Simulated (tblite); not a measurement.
Species: tri-n-butylborane, C12H27B.
SMILES with atom numbers: `[CH3:1][CH2:2][CH2:3][CH2:4][B:5]([CH2:6][CH2:7][CH2:8][CH3:9])[CH2:10][CH2:11][CH2:12][CH3:13]` (hydrogens: H14, H15, H16 on C1; H17, H18 on C2; H19, H20 on C3; H21, H22 on C4; H23, H24 on C6; H25, H26 on C7; H27, H28 on C8; H29, H30, H31 on C9; H32, H33 on C10; H34, H35 on C11; H36, H37 on C12; H38, H39, H40 on C13)

Computed with GFN2-xTB (tblite), gas phase: L-BFGS steps from a force-field or distance-geometry start until the largest atomic force falls under 0.01 eV/Å.

Step 45: E = -1107.3446 eV
```
atom  x, y, z in Å  |  force x, y, z in eV/Å
C1     -3.1049   -3.6367    0.8651    0.000   0.000  -0.004
C2     -2.8238   -2.5710   -0.1875    0.011  -0.006   0.006
C3     -1.5142   -1.8363    0.0931    0.003   0.015  -0.029
C4     -1.2305   -0.7451   -0.9476   -0.006   0.000  -0.026
B5      0.1243    0.0662   -0.7815    0.004  -0.020  -0.004
C6      0.0747    1.6388   -0.9788   -0.007   0.010   0.019
C7     -0.7642    2.3466    0.0986    0.003  -0.033   0.008
C8     -0.8412    3.8534   -0.1356    0.016  -0.050  -0.001
C9     -1.7568    4.5371    0.8726    0.034  -0.001  -0.024
C10     1.4579   -0.7423   -0.5110    0.018   0.005  -0.011
C11     2.7546    0.0581   -0.3628   -0.030   0.013   0.010
C12     4.0185   -0.8006   -0.2573   -0.029   0.018  -0.001
C13     4.0010   -1.7841    0.9083   -0.001   0.024   0.001
H14    -3.2044   -3.1842    1.8496    0.000  -0.003  -0.002
H15    -2.2887   -4.3560    0.9012   -0.024  -0.002   0.004
H16    -4.0248   -4.1702    0.6370   -0.002  -0.004   0.007
H17    -2.7687   -3.0433   -1.1717   -0.007   0.019  -0.001
H18    -3.6476   -1.8521   -0.2094    0.023  -0.028   0.004
H19    -1.5683   -1.3824    1.0858    0.025   0.001  -0.014
H20    -0.6982   -2.5618    0.0998   -0.008   0.020   0.009
H21    -1.1839   -1.2317   -1.9293   -0.029   0.003   0.007
H22    -2.0977   -0.0816   -0.9878   -0.013  -0.019  -0.001
H23     1.0589    2.1084   -0.9930    0.012  -0.004   0.000
H24    -0.3903    1.8592   -1.9450    0.002  -0.003  -0.007
H25    -1.7753    1.9362    0.1098   -0.007  -0.013  -0.015
H26    -0.3236    2.1561    1.0796    0.004   0.006   0.010
H27     0.1623    4.2788   -0.0599   -0.006   0.018  -0.025
H28    -1.2069    4.0391   -1.1491   -0.005   0.025   0.033
H29    -1.4067    4.3549    1.8867   -0.015   0.005  -0.001
H30    -2.7733    4.1584    0.7860    0.012   0.002   0.008
H31    -1.7724    5.6103    0.7010   -0.025   0.031   0.017
H32     1.3258   -1.3534    0.3854    0.001   0.007  -0.001
H33     1.5835   -1.4604   -1.3288    0.029  -0.014   0.009
H34     2.8686    0.7195   -1.2249    0.017  -0.011   0.006
H35     2.6774    0.6861    0.5267    0.020   0.016   0.028
H36     4.8717   -0.1272   -0.1405    0.020  -0.021  -0.004
H37     4.1637   -1.3523   -1.1893   -0.028  -0.012  -0.005
H38     3.7630   -1.2731    1.8392   -0.018   0.010  -0.014
H39     3.2673   -2.5694    0.7434    0.003   0.012   0.025
H40     4.9767   -2.2523    1.0204    0.000  -0.013  -0.017
```

Step 46: E = -1107.3452 eV
```
atom  x, y, z in Å  |  force x, y, z in eV/Å
C1     -3.1034   -3.6359    0.8652   -0.008  -0.007   0.008
C2     -2.8243   -2.5719   -0.1884    0.018  -0.003   0.001
C3     -1.5147   -1.8374    0.0898    0.014   0.024  -0.016
C4     -1.2319   -0.7460   -0.9506    0.015   0.017  -0.019
B5      0.1234    0.0652   -0.7830    0.005   0.004   0.006
C6      0.0749    1.6393   -0.9769    0.012  -0.023  -0.010
C7     -0.7643    2.3453    0.1005    0.006  -0.038   0.002
C8     -0.8405    3.8514   -0.1343    0.012  -0.026   0.003
C9     -1.7552    4.5376    0.8725    0.012   0.013  -0.011
C10     1.4578   -0.7421   -0.5109   -0.014   0.001  -0.007
C11     2.7535    0.0587   -0.3620   -0.021   0.016   0.013
C12     4.0170   -0.8004   -0.2574   -0.016   0.014  -0.010
C13     4.0006   -1.7826    0.9092   -0.003   0.015  -0.008
H14    -3.2011   -3.1822    1.8489    0.003   0.002   0.012
H15    -2.2879   -4.3553    0.9006   -0.008  -0.013   0.006
H16    -4.0236   -4.1702    0.6416   -0.015  -0.006  -0.005
H17    -2.7701   -3.0448   -1.1721   -0.011   0.016  -0.011
H18    -3.6471   -1.8526   -0.2089    0.008  -0.021  -0.002
H19    -1.5666   -1.3829    1.0823    0.020  -0.001  -0.011
H20    -0.6985   -2.5624    0.0961   -0.005   0.015   0.006
H21    -1.1825   -1.2320   -1.9318   -0.037  -0.005  -0.009
H22    -2.0994   -0.0828   -0.9914   -0.008  -0.023  -0.002
H23     1.0601    2.1075   -0.9909    0.000  -0.007   0.008
H24    -0.3884    1.8608   -1.9440   -0.001  -0.002   0.001
H25    -1.7747    1.9337    0.1098   -0.011  -0.008  -0.008
H26    -0.3238    2.1543    1.0811    0.003   0.004   0.018
H27     0.1629    4.2771   -0.0593   -0.005   0.013  -0.029
H28    -1.2072    4.0360   -1.1474   -0.003   0.028   0.022
H29    -1.4037    4.3603    1.8871   -0.022  -0.002  -0.006
H30    -2.7721    4.1592    0.7874    0.020  -0.008   0.017
H31    -1.7739    5.6105    0.6984   -0.012   0.029   0.010
H32     1.3248   -1.3513    0.3869    0.001   0.003  -0.010
H33     1.5830   -1.4608   -1.3281    0.036  -0.017   0.014
H34     2.8671    0.7206   -1.2236    0.020  -0.007   0.005
H35     2.6768    0.6856    0.5286    0.017   0.016   0.021
H36     4.8711   -0.1278   -0.1422    0.018  -0.019  -0.005
H37     4.1606   -1.3528   -1.1895   -0.029  -0.011   0.001
H38     3.7670   -1.2692    1.8397   -0.011   0.011  -0.005
H39     3.2625   -2.5645    0.7479    0.006   0.008   0.024
H40     4.9748   -2.2553    1.0177   -0.011  -0.004  -0.014
```

Step 47: E = -1107.3459 eV
```
atom  x, y, z in Å  |  force x, y, z in eV/Å
C1     -3.1022   -3.6353    0.8654   -0.011  -0.011   0.016
C2     -2.8244   -2.5727   -0.1893    0.019   0.000  -0.003
C3     -1.5147   -1.8379    0.0865    0.020   0.022   0.000
C4     -1.2328   -0.7466   -0.9536    0.026   0.023  -0.011
B5      0.1227    0.0644   -0.7841    0.004   0.021   0.008
C6      0.0753    1.6393   -0.9752    0.026  -0.044  -0.030
C7     -0.7642    2.3434    0.1023    0.006  -0.028  -0.002
C8     -0.8397    3.8490   -0.1332    0.004   0.008   0.006
C9     -1.7534    4.5382    0.8721   -0.011   0.022   0.007
C10     1.4575   -0.7418   -0.5108   -0.033  -0.003   0.000
C11     2.7521    0.0596   -0.3609   -0.002   0.017   0.015
C12     4.0153   -0.7999   -0.2578    0.000   0.005  -0.014
C13     3.9999   -1.7808    0.9098   -0.005   0.003  -0.012
H14    -3.1979   -3.1803    1.8485    0.005   0.005   0.021
H15    -2.2873   -4.3547    0.9001    0.005  -0.022   0.008
H16    -4.0227   -4.1703    0.6456   -0.021  -0.004  -0.014
H17    -2.7716   -3.0457   -1.1727   -0.012   0.011  -0.017
H18    -3.6465   -1.8535   -0.2086   -0.008  -0.009  -0.005
H19    -1.5647   -1.3834    1.0791    0.014   0.002  -0.006
H20    -0.6987   -2.5627    0.0928    0.004   0.008   0.000
H21    -1.1818   -1.2324   -1.9342   -0.039  -0.012  -0.026
H22    -2.1010   -0.0844   -0.9947   -0.004  -0.020  -0.003
H23     1.0613    2.1066   -0.9888   -0.009  -0.010   0.014
H24    -0.3866    1.8621   -1.9430   -0.002  -0.001   0.010
H25    -1.7745    1.9311    0.1096   -0.010  -0.003  -0.001
H26    -0.3239    2.1527    1.0830    0.000   0.000   0.020
H27     0.1635    4.2757   -0.0595   -0.001   0.005  -0.028
H28    -1.2074    4.0337   -1.1455   -0.003   0.025   0.006
H29    -1.4013    4.3651    1.8872   -0.022  -0.007  -0.007
H30    -2.7706    4.1597    0.7890    0.024  -0.015   0.019
H31    -1.7754    5.6112    0.6961    0.003   0.017   0.001
H32     1.3240   -1.3495    0.3881   -0.001  -0.001  -0.014
H33     1.5833   -1.4614   -1.3272    0.040  -0.017   0.017
H34     2.8661    0.7216   -1.2222    0.018   0.001   0.004
H35     2.6766    0.6854    0.5308    0.011   0.014   0.011
H36     4.8709   -0.1288   -0.1440    0.011  -0.017  -0.009
H37     4.1570   -1.3535   -1.1897   -0.030  -0.006   0.006
H38     3.7703   -1.2654    1.8399   -0.003   0.012   0.004
H39     3.2580   -2.5599    0.7525    0.006   0.004   0.019
H40     4.9727   -2.2581    1.0150   -0.020   0.008  -0.010
```

**Question.** Estimate the geometry and energy of step 48. (The exact step hangs on the optimiser's Hessian estimate; all steps are aligned on step 47, rigid shifts and turns removed.)

**Answer.** E = -1107.3465 eV, largest force 0.062 eV/Å
```
atom  x, y, z in Å  |  force x, y, z in eV/Å
C1     -3.1012   -3.6349    0.8659   -0.009  -0.011   0.017
C2     -2.8242   -2.5735   -0.1902    0.013   0.002  -0.005
C3     -1.5144   -1.8380    0.0831    0.019   0.012   0.015
C4     -1.2333   -0.7467   -0.9569    0.024   0.016  -0.004
B5      0.1220    0.0638   -0.7852    0.003   0.025   0.002
C6      0.0762    1.6387   -0.9740    0.026  -0.044  -0.035
C7     -0.7640    2.3407    0.1041    0.004  -0.004  -0.006
C8     -0.8388    3.8463   -0.1320   -0.006   0.038   0.007
C9     -1.7515    4.5392    0.8717   -0.027   0.024   0.022
C10     1.4568   -0.7414   -0.5107   -0.032  -0.005   0.008
C11     2.7505    0.0609   -0.3595    0.019   0.013   0.012
C12     4.0133   -0.7993   -0.2584    0.013  -0.007  -0.012
C13     3.9990   -1.7786    0.9102   -0.009  -0.007  -0.009
H14    -3.1945   -3.1783    1.8485    0.006   0.004   0.021
H15    -2.2867   -4.3546    0.8997    0.012  -0.027   0.011
H16    -4.0223   -4.1704    0.6495   -0.020   0.002  -0.019
H17    -2.7733   -3.0464   -1.1737   -0.009   0.005  -0.017
H18    -3.6459   -1.8545   -0.2084   -0.020   0.002  -0.007
H19    -1.5623   -1.3839    1.0758    0.007   0.008  -0.001
H20    -0.6989   -2.5629    0.0896    0.016   0.001  -0.007
H21    -1.1819   -1.2329   -1.9369   -0.037  -0.014  -0.037
H22    -2.1027   -0.0863   -0.9980    0.000  -0.011  -0.005
H23     1.0625    2.1055   -0.9863   -0.011  -0.011   0.016
H24    -0.3845    1.8636   -1.9419   -0.004  -0.002   0.014
H25    -1.7743    1.9282    0.1094   -0.003   0.001   0.007
H26    -0.3239    2.1508    1.0852   -0.005  -0.006   0.014
H27     0.1640    4.2742   -0.0603    0.004  -0.006  -0.024
H28    -1.2078    4.0315   -1.1433   -0.003   0.017  -0.009
H29    -1.3993    4.3698    1.8873   -0.018  -0.009  -0.003
H30    -2.7686    4.1598    0.7910    0.021  -0.021   0.018
H31    -1.7767    5.6122    0.6937    0.017   0.001  -0.007
H32     1.3232   -1.3474    0.3892   -0.005  -0.007  -0.013
H33     1.5843   -1.4622   -1.3258    0.040  -0.013   0.020
H34     2.8654    0.7229   -1.2205    0.013   0.010   0.004
H35     2.6768    0.6854    0.5336    0.003   0.010  -0.001
H36     4.8711   -0.1303   -0.1465    0.002  -0.014  -0.014
H37     4.1524   -1.3545   -1.1900   -0.030  -0.002   0.008
H38     3.7734   -1.2609    1.8399    0.008   0.013   0.009
H39     3.2534   -2.5549    0.7576    0.002  -0.001   0.012
H40     4.9699   -2.2607    1.0121   -0.024   0.018  -0.005
```

The energy changes by -0.0007 eV. The first-order estimate −F·Δx gives -0.0009 eV and the mean of the old and new forces, exact on a quadratic surface, -0.0007 eV. The step makes an angle of 75° with the force vector and moves no atom by more than 0.008 Å.

What follows is the cost of the whole relaxation. The run took 5.6 s wall on one thread of an AMD EPYC 7R13, no GPU, on a shared host.
